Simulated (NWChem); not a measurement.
# SnI4; SMILES [I][Sn]([I])([I])[I]

Not confirmed as a minimum by frequencies. def2 effective core potentials on Sn, I; no spin-orbit coupling.

Problem. Give the equilibrium geometry at PBE-D3(BJ)/def2-SVP with def2 effective core potentials on Sn, I (NWChem) as an XYZ file, with the point group.

Solution. point group Td; any orientation.
```
5

I     -1.5517     0.0094    -2.2231
Sn     0.0000     0.0000     0.0000
I     -1.5759    -0.1431     2.2014
I      1.4688     2.2771     0.0866
I      1.6588    -2.1434    -0.0648
```
